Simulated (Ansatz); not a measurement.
Ansatz (a first-principles code) input (BLYP/def2-TZVPD):

Ansatz 0.2 input:
```yaml
crystal:
  periodic: [false, false, false]
  atoms:
    - {symbol: Si, position_ang: [0.00000000, 0.00000000, -0.00000000]}
    - {symbol: O, position_ang: [1.00703002, -0.02210858, -1.28977156]}
    - {symbol: O, position_ang: [-1.46959592, 0.14926346, -0.70435587]}
    - {symbol: O, position_ang: [0.12982701, -1.33355605, 0.93961808]}
    - {symbol: O, position_ang: [0.33273889, 1.20640118, 1.05450935]}
    - {symbol: H, position_ang: [1.91774520, -0.27679772, -1.12407385]}
    - {symbol: H, position_ang: [-2.20787797, 0.35655240, -0.12669218]}
    - {symbol: H, position_ang: [-0.19374146, -2.15793968, 0.56891672]}
    - {symbol: H, position_ang: [0.48387423, 2.07818500, 0.68184931]}
basis:
  gaussian:
    orbitals: def2-TZVPD
hamiltonian:
  xc: {name: BLYP}
output: {forces: true}
```

End of the output:

```
integrals: 0.18 GiB planned
1215 factors; their error is unknown
mean field: 1.24 GiB planned
mean field evaluation 1: about -16116.3304 eV, gradient 1.2e2 eV
mean field evaluation 2: about -15981.4383 eV, gradient 2.7e2 eV
mean field evaluation 4: about -16139.2070 eV, gradient 1.2e1 eV
mean field evaluation 8: about -16139.5247 eV, gradient 1.3e-1 eV
mean field evaluation 16: about -16139.5100 eV, gradient 2.9e-4 eV
mean field -16139.51002651 eV, -593.1160537213 hartree, gradient 6.2e-6 eV, S^2 0.000000; 0 other end points of the search recorded, 0 dependent functions left out
the calculation of the forces begins
reference -16139.51041339 eV, -593.1160679390 hartree; 25, 25 occupied and 214, 214 virtual orbitals, 1215 factors
Total energy: -16139.51041339 eV, -593.1160679390 hartree
Atom 0 at     0.000000     0.000000    -0.000000 Å, force    -0.000289    -0.000000     0.000035 eV/Å
Atom 1 at     1.007030    -0.022109    -1.289772 Å, force    -0.104164     0.116675    -0.561213 eV/Å
Atom 2 at    -1.469596     0.149263    -0.704356 Å, force    -0.155636    -0.045244    -0.559594 eV/Å
Atom 3 at     0.129827    -1.333556     0.939618 Å, force     0.208642    -0.060851     0.540490 eV/Å
Atom 4 at     0.332739     1.206401     1.054509 Å, force     0.051415    -0.010600     0.580184 eV/Å
Atom 5 at     1.917745    -0.276798    -1.124074 Å, force     0.469092    -0.126091     0.049179 eV/Å
Atom 6 at    -2.207878     0.356552    -0.126692 Å, force    -0.396254     0.106116     0.264760 eV/Å
Atom 7 at    -0.193741    -2.157940     0.568917 Å, force    -0.155920    -0.435042    -0.157568 eV/Å
Atom 8 at     0.483874     2.078185     0.681849 Å, force     0.083113     0.455038    -0.156273 eV/Å
Dipole moment:    -0.000004     0.000003     0.000000 e Å
```
